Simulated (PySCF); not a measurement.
One molecule, one basis, several functionals.

Compound: CH6N2Si2.
SMILES: `N#C[SiH2]N[SiH3]`

Torsions of this conformer, `[N:1]#[C:2][SiH2:3][NH:4][SiH3:5]`: C2–Si3–N4–Si5 88°.

PySCF, pcSseg-2 basis, density fitting, gas phase, PBE0-D3(BJ)/def2-SVP geometry. One functional is left out:

| functional | exact exchange (%) | HOMO energy (eV) | LUMO energy (eV) | dipole moment (D) |
| --- | --- | --- | --- | --- |
| B97-D | 0 | -6.90 | -1.79 | 3.768 |
| BLYP | 0 | -6.78 | -1.79 | 3.782 |
| BP86 | 0 | -7.01 | -1.98 | 3.774 |
| LDA | 0 | -7.02 | -2.18 | 3.867 |
| OPBE | 0 | -6.88 | -1.77 | 3.727 |
| PBE | 0 | -6.90 | -1.94 | 3.767 |
| B3LYP | 20 | -8.03 | -1.24 | 3.840 |
| B97-2 | 21 | -8.00 | -1.03 | 3.813 |
| mPW1PW91 | 25 | -8.30 | -1.03 | 3.829 |
| BHandHLYP | 50 | -9.55 | -0.13 | 3.919 |

Task: Predict the row of PBE0 (25 % exact exchange) by straight lines through the other rows, and check it.

Result: 
```json
{"property": "HOMO energy (eV)", "line": "-8.25", "computed": "-8.26", "computed − line": "-0.01", "mPW1PW91 (25 %), for comparison": "-8.30"}
{"property": "LUMO energy (eV)", "line": "-1.01", "computed": "-1.04", "computed − line": "-0.03", "mPW1PW91 (25 %), for comparison": "-1.03"}
{"property": "dipole moment (D)", "line": "3.843", "computed": "3.831", "computed − line": "-0.012", "mPW1PW91 (25 %), for comparison": "3.829"}
```

Task: Which of these properties follows the share of exact exchange most closely, and which least?

Result: Most closely the HOMO energy, least the dipole moment; the correlations over the tabulated rows are HOMO energy -0.997, LUMO energy 0.979, dipole moment 0.775. The HOMO energy moves by -0.532 eV for every 10 %. Functionals with the same share still differ in their other parts: at 0 % BLYP and LDA differ by 0.24 eV in it.
